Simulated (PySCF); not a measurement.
# MN15 on Co²⁺ (cobalt, charge +2)

Configuration: [Ar] 3d7, high-spin 4F determinant. Computed with PySCF 2.14 in pcseg-2 (6s4p3d2f1g, 56 functions), with no relativity, point nucleus.

```
Total energy                                     : -1382.030 hartree
One-electron energy                              : -1894.889 hartree
Hartree (Coulomb) energy                         : 571.908 hartree
Exchange-correlation energy                      : -59.049 hartree
Kinetic energy                                   : 1379.82251 hartree
⟨S²⟩                                             : 3.7530
⟨L²⟩                                             : 12.003
Sum of ⟨r⟩                                       : 15.54 bohr
Sum of ⟨r²⟩                                      : 15.94 bohr²
Density at the nucleus (Gaussians lack the cusp) : 13200 bohr⁻³
Spin density at the nucleus                      : -1.15 bohr⁻³
Langevin diamagnetic susceptibility              : -12.6 ×10⁻⁶ cm³/mol
Time after the integrals                         : 2.2 s of wall time on 1 thread of Neoverse-V1 (shared host)
```

```json
{"shell": "1s β", "electrons": "1", "mean orbital energy (eV)": "-7515.6", "spread (eV)": "0", "rms radius, mean of both spins (bohr)": "0.0659"}
{"shell": "1s α", "electrons": "1", "mean orbital energy (eV)": "-7515.6", "spread (eV)": "0", "rms radius, mean of both spins (bohr)": "0.0659"}
{"shell": "2s α", "electrons": "1", "mean orbital energy (eV)": "-893.31", "spread (eV)": "0", "rms radius, mean of both spins (bohr)": "0.283"}
{"shell": "2s β", "electrons": "1", "mean orbital energy (eV)": "-892.96", "spread (eV)": "0", "rms radius, mean of both spins (bohr)": "0.283"}
{"shell": "2p α", "electrons": "3", "mean orbital energy (eV)": "-790.31", "spread (eV)": "0", "rms radius, mean of both spins (bohr)": "0.250"}
{"shell": "2p β", "electrons": "3", "mean orbital energy (eV)": "-789.63", "spread (eV)": "0", "rms radius, mean of both spins (bohr)": "0.250"}
{"shell": "3s α", "electrons": "1", "mean orbital energy (eV)": "-120.70", "spread (eV)": "0", "rms radius, mean of both spins (bohr)": "0.856"}
{"shell": "3s β", "electrons": "1", "mean orbital energy (eV)": "-118.92", "spread (eV)": "0", "rms radius, mean of both spins (bohr)": "0.856"}
{"shell": "3p α", "electrons": "3", "mean orbital energy (eV)": "-89.171", "spread (eV)": "0", "rms radius, mean of both spins (bohr)": "0.893"}
{"shell": "3p β", "electrons": "3", "mean orbital energy (eV)": "-86.456", "spread (eV)": "0", "rms radius, mean of both spins (bohr)": "0.893"}
{"shell": "3d α", "electrons": "5", "mean orbital energy (eV)": "-32.068", "spread (eV)": "0.515", "rms radius, mean of both spins (bohr)": "1.14"}
{"shell": "3d β", "electrons": "2", "mean orbital energy (eV)": "-28.944", "spread (eV)": "0", "rms radius, mean of both spins (bohr)": "1.14"}
```
